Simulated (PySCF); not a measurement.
Lowest singlet excitation (eV) of eight silicon and germanium compounds: TDA-PBE beside TDA-LC-ωPBE, computed with PySCF for isolated molecules in the bases named; differences from unrounded values. The eight are the first of their class met in an unordered collection, after screening for sound electronic states; none was chosen by its value. Each molecule has one DFT geometry for both levels.

```
molecule                                         basis  TDA-LC-ωPBE  TDA-PBE  difference
-------------------------------------------  ---------  -----------  -------  ----------
C4H8OSi, SMILES C=C([SiH3])CC=O              def2-SVPD         4.28     3.96       -0.32
CH10N2Si3, SMILES N[Si@@]1([SiH3])NC[SiH2]1  def2-SVPD         5.76        …           …
GeH₆O₂Si, SMILES [GeH2]([OH])[O][SiH3]       def2-SVPD         7.70        …           …
C3H12OSi2, SMILES C[SiH2][C@H]([SiH3])CO     def2-SVPD         7.68     6.11       -1.57
CH8FNSi2, SMILES C[Si@@H](F)N[SiH3]          def2-SVPD         7.28     5.97       -1.31
FH₆NOSi₂, SMILES [SiH2]([Si@@H](N)O)F        def2-SVPD         6.36        …           …
CH₄ClNOSi₂, SMILES Cl[Si@H]1N=CO[SiH2]1      def2-SVPD         5.04     4.32       -0.72
Cl2H5NSi2, SMILES Cl[SiH2]N[SiH2]Cl          def2-SVPD         7.70     6.24       -1.46
```

Task: Some entries are withheld; supply them. (Estimate from the structure and the level; the computed values follow.)

Result: 
- CH10N2Si3, SMILES N[Si@@]1([SiH3])NC[SiH2]1, TDA-PBE: 4.47
- CH10N2Si3, SMILES N[Si@@]1([SiH3])NC[SiH2]1, difference: -1.30
- FH₆NOSi₂, SMILES [SiH2]([Si@@H](N)O)F, TDA-PBE: 5.10
- FH₆NOSi₂, SMILES [SiH2]([Si@@H](N)O)F, difference: -1.26
- GeH₆O₂Si, SMILES [GeH2]([OH])[O][SiH3], TDA-PBE: 6.26
- GeH₆O₂Si, SMILES [GeH2]([OH])[O][SiH3], difference: -1.45

TDA-PBE lies below TDA-LC-ωPBE in 8 and above it in 0 of the eight; the mean signed difference is -1.17 and the largest -1.57 eV.
